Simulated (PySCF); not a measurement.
C3H6Cl (SMILES CC[CH]Cl), doublet, geometry from GFN2-xTB; PySCF with B3LYP/cc-pVDZ.

PySCF was given this input:
```python
from pyscf import gto, scf, dft

mol = gto.Mole()
mol.atom = '''
    C     0.881968   -0.690356   -0.065206
    C     2.334461   -0.222895   -0.008719
    C    -0.045219    0.451333   -0.217277
    H     0.630046   -1.249113    0.840933
    H     0.771878   -1.394276   -0.906128
    H     3.000275   -1.075943    0.092328
    Cl   -1.689305    0.260271    0.153349
    H     2.596858    0.314490   -0.916533
    H     2.487241    0.439355    0.839254
    H     0.204635    1.312395   -0.809565
'''
mol.basis = 'cc-pvdz'
mol.charge = 0
mol.spin = 1
mol.verbose = 5
mol.build()

mf = dft.UKS(mol)
mf.xc = 'b3lyp'
mf.kernel()
mf.analyze()
```

The log (banner, timings and long lists left out):

```
PySCF version 2.14.0

[INPUT] verbose = 5
[INPUT] max_memory = 4000
[INPUT] num. atoms = 10
[INPUT] num. electrons = 41
[INPUT] charge = 0
[INPUT] spin (= nelec alpha-beta = 2S) = 1
[INPUT] symmetry False subgroup None
[INPUT] Mole.unit = angstrom
[INPUT] Symbol           X                Y                Z      unit          X                Y                Z       unit  Magmom
[...]
[INPUT] ---------------- BASIS SET ----------------
[INPUT] l, kappa, [nprim/nctr], expnt,             c_1 c_2 ...
[INPUT] H
[...]
                                1.962             0.137977
                                0.4446            0.478148
[...]
[INPUT] C
[...]
                                1000              0.005329 -0.001154
                                228               0.027077 -0.005725
                                64.71             0.101718 -0.023312
                                21.06             0.27474 -0.063955
                                7.495             0.448564 -0.149981
                                2.797             0.285074 -0.127262
                                0.5215            0.015204 0.544529
[...]
                                2.002             0.20948
                                0.5456            0.508557
[...]
[INPUT] Cl
[...]
                                19170             0.00187095 -0.000521836 0.000158298
                                4363              0.00970827 -0.00276513 0.000833639
                                1236              0.0393153 -0.0111537 0.0033988
                                403.6             0.125932 -0.0385919 0.0116738
                                145.7             0.299341 -0.0994848 0.0309622
                                56.81             0.421886 -0.201392 0.0629533
                                23.23             0.237201 -0.130313 0.0460257
                                6.644             0.0191531 0.509443 -0.219312
                                2.575             -0.00334792 0.610725 -0.408773
                                0.5371            0.000929883 0.0421549 0.638465
[...]
                                98.33             0.0398332 -0.0107796
                                31.04             0.164655 -0.0470075
                                11.19             0.387322 -0.11103
                                4.249             0.457072 -0.153275
                                1.624             0.151636 0.0894609
[...]
converged SCF energy = -578.097048881149  <S^2> = 0.7539137  2S+1 = 2.0039099
Total Energy =                        -578.097048881149021
[...]
spin_pop of  5 H 2py      -0.00000
spin_pop of  5 H 2pz       0.00001
spin_pop of  6 Cl 1s        0.00000
spin_pop of  6 Cl 2s       -0.00000
spin_pop of  6 Cl 3s        0.00086
spin_pop of  6 Cl 4s        0.00019
spin_pop of  6 Cl 2px      -0.00000
spin_pop of  6 Cl 2py       0.00000
spin_pop of  6 Cl 2pz       0.00000
spin_pop of  6 Cl 3px      -0.01308
spin_pop of  6 Cl 3py       0.02069
spin_pop of  6 Cl 3pz       0.08052
spin_pop of  6 Cl 4px       0.00012
spin_pop of  6 Cl 4py       0.00025
spin_pop of  6 Cl 4pz       0.00088
spin_pop of  6 Cl 3dxy      0.00048
spin_pop of  6 Cl 3dyz      0.00001
spin_pop of  6 Cl 3dz^2     0.00041
spin_pop of  6 Cl 3dxz      0.00209
spin_pop of  6 Cl 3dx2-y2   -0.00010
spin_pop of  7 H 1s       -0.00060
spin_pop of  7 H 2s        0.00002
spin_pop of  7 H 2px       0.00001
spin_pop of  7 H 2py      -0.00000
spin_pop of  7 H 2pz      -0.00000
spin_pop of  8 H 1s        0.00005
spin_pop of  8 H 2s        0.00055
spin_pop of  8 H 2px       0.00001
spin_pop of  8 H 2py       0.00001
spin_pop of  8 H 2pz       0.00000
spin_pop of  9 H 1s       -0.02485
spin_pop of  9 H 2s        0.00015
spin_pop of  9 H 2px       0.00004
spin_pop of  9 H 2py       0.00017
spin_pop of  9 H 2pz       0.00040
 ** Mulliken Spin Density (per atom)  **
spin density of  0 C =     -0.04225
spin density of  1 C =      0.00953
spin density of  2 C =      0.88934
spin density of  3 H =      0.01635
spin density of  4 H =      0.05757
spin density of  5 H =      0.00019
spin density of  6 Cl =      0.09330
spin density of  7 H =     -0.00056
spin density of  8 H =      0.00061
spin density of  9 H =     -0.02408
 ** Mulliken pop alpha/beta on meta-lowdin orthogonal AOs **
 ** Mulliken pop       alpha | beta **
In total            21.00000 | 20.00000
 ** Mulliken atomic charges   ( Nelec_alpha | Nelec_beta ) **
charge of  0C =     -0.15869  (     3.05822      3.10047 )
charge of  1C =     -0.28110  (     3.14532      3.13579 )
charge of  2C =     -0.13969  (     3.51451      2.62518 )
charge of  3H =      0.10215  (     0.45710      0.44075 )
charge of  4H =      0.09563  (     0.48097      0.42340 )
charge of  5H =      0.10033  (     0.44993      0.44974 )
charge of  6Cl =     -0.02259  (     8.55795      8.46464 )
charge of  7H =      0.09416  (     0.45264      0.45320 )
charge of  8H =      0.09779  (     0.45141      0.45080 )
charge of  9H =      0.11201  (     0.43195      0.45604 )
Dipole moment(X, Y, Z, Debye):  1.34955, -0.21943, -0.39855
```
